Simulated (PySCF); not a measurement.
## How methods differ on the ionisation energy of Sm³⁺

Sm³⁺ [Xe] 4f5 [4f5/2^5, M_J = 5/2] → Sm⁴⁺ [Xe] 4f4 [4f5/2^4, M_J = 4], as a difference of total energies. Computed with PySCF 2.14 in x2c-QZVPPall-2c (16s16p12d6f4g1h, 213 functions), with the two-component X2C-1e Hamiltonian. Correlated levels: [Ar] 3d10 frozen; the 34 highest virtual spinors dropped. "Screened" scales the spin-orbit matrix elements by Boettger's factors to mimic the two-electron term; Breit and QED terms are absent.

| method | ionisation energy (eV) |
| --- | --- |
| GHF (spin-free) | 39.494 |
| GMP2 (spin-free) | 41.602 |
| GHF (screened spin-orbit) | 39.303 |
| GMP2 (screened spin-orbit) | 41.421 |

**Question.** How much does correlation contribute at GMP2 (screened spin-orbit)?

**Answer.** 41.421 − (39.303) = 2.118 eV, measured against GHF (screened spin-orbit).

The spin-free rows relax to the high-spin LS determinant and lack the spin-orbit shift.

The labels give the starting determinants; with spin-orbit coupling the two ends relaxed to ⟨J²⟩ = 13.08, ⟨L²⟩ = 29.82, ⟨S²⟩ = 8.68 and ⟨J²⟩ = 23.26, ⟨L²⟩ = 41.78, ⟨S²⟩ = 5.96.

The determinant of Sm³⁺ and of Sm⁴⁺ mixes levels of different J (the jj label is only the starting occupation), so the difference between spin-free and spin-orbit rows is not the physical spin-orbit shift.

For comparison: 41.64 ± 0.11 eV (semi-empirical (NIST evaluation); NIST Atomic Spectra Database, ionization energies).
